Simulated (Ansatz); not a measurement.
Relaxation of B₂H₉PSSi₂ (15 atoms, charge 0, multiplicity 1), to a largest force component of 0.02 eV/Å in at most 50 steps.

These are results of Ansatz 0.2.0, UKS PBE/6-31G, not measurements.

```xyz
15
Properties=species:S:1:pos:R:3
B 0.426 -2.719 -1.369
Si 1.218 -1.839 0.151
S 1.624 0.227 -0.298
Si -0.300 0.882 0.005
B -0.570 2.659 -0.715
P -0.851 0.900 2.164
H 0.926 -3.588 -1.910
H -0.618 -2.252 -1.790
H 0.352 -1.929 1.371
H 2.485 -2.537 0.457
H -1.303 1.937 -1.272
H 0.372 3.222 -1.171
H -1.664 3.242 -0.642
H -0.038 2.050 2.459
H -2.066 1.648 1.995
```

Q: Where does it end, and by what steps?

A: It converged. The force dipped under the threshold on the way, but the program's further checks kept it going. Limits of this set-up: no polarisation functions. After 33 steps the energy has fallen by 3.269 eV; H14 moved furthest, 2.18 Å. Joined: B1–S3.

```json
{"step": "0", "energy less start (eV)": "0.0000", "largest force component (eV/Å)": "2.762", "accepted": "yes"}
{"step": "2", "energy less start (eV)": "-2.3189", "largest force component (eV/Å)": "1.223", "accepted": "yes"}
{"step": "4", "energy less start (eV)": "-2.8419", "largest force component (eV/Å)": "0.517", "accepted": "yes"}
{"step": "6", "energy less start (eV)": "-2.9602", "largest force component (eV/Å)": "0.267", "accepted": "yes"}
{"step": "8", "energy less start (eV)": "-3.0238", "largest force component (eV/Å)": "0.081", "accepted": "yes"}
{"step": "10", "energy less start (eV)": "-3.0662", "largest force component (eV/Å)": "0.539", "accepted": "yes"}
{"step": "12", "energy less start (eV)": "-3.1092", "largest force component (eV/Å)": "0.328", "accepted": "yes"}
{"step": "14", "energy less start (eV)": "-3.1398", "largest force component (eV/Å)": "0.388", "accepted": "yes"}
{"step": "16", "energy less start (eV)": "-3.1784", "largest force component (eV/Å)": "0.256", "accepted": "yes"}
{"step": "18", "energy less start (eV)": "-3.2499", "largest force component (eV/Å)": "0.280", "accepted": "yes"}
{"step": "20", "energy less start (eV)": "-3.2622", "largest force component (eV/Å)": "0.110", "accepted": "yes"}
{"step": "22", "energy less start (eV)": "-3.2659", "largest force component (eV/Å)": "0.026", "accepted": "yes"}
{"step": "24", "energy less start (eV)": "-3.2672", "largest force component (eV/Å)": "0.038", "accepted": "yes"}
{"step": "26", "energy less start (eV)": "-3.2679", "largest force component (eV/Å)": "0.024", "accepted": "yes"}
{"step": "28", "energy less start (eV)": "-3.2683", "largest force component (eV/Å)": "0.012", "accepted": "yes"}
{"step": "30", "energy less start (eV)": "-3.2685", "largest force component (eV/Å)": "0.035", "accepted": "yes"}
{"step": "32", "energy less start (eV)": "-3.2686", "largest force component (eV/Å)": "0.026", "accepted": "no"}
{"step": "33", "energy less start (eV)": "-3.2689", "largest force component (eV/Å)": "0.013", "accepted": "yes"}
```

```xyz
15
Properties=species:S:1:pos:R:3
B 0.275 -1.998 -1.007
Si 1.414 -2.189 0.620
S 1.490 -0.132 -0.644
Si -0.073 1.377 0.000
B -0.629 2.776 -1.267
P -1.517 0.478 1.608
H 0.686 -2.430 -2.047
H -0.881 -1.720 -0.840
H 0.988 -1.826 2.029
H 2.867 -2.607 0.632
H -1.322 1.819 -1.727
H 0.220 3.119 -2.048
H -1.337 3.588 -0.718
H -0.510 -0.081 2.504
H -1.680 1.731 2.340
```

Whether the end is a true minimum wasn't checked by a vibrational analysis.

The run took 2.6 min on 2 threads of Arm Neoverse V2, on a shared host, peak memory 0.21 GiB.
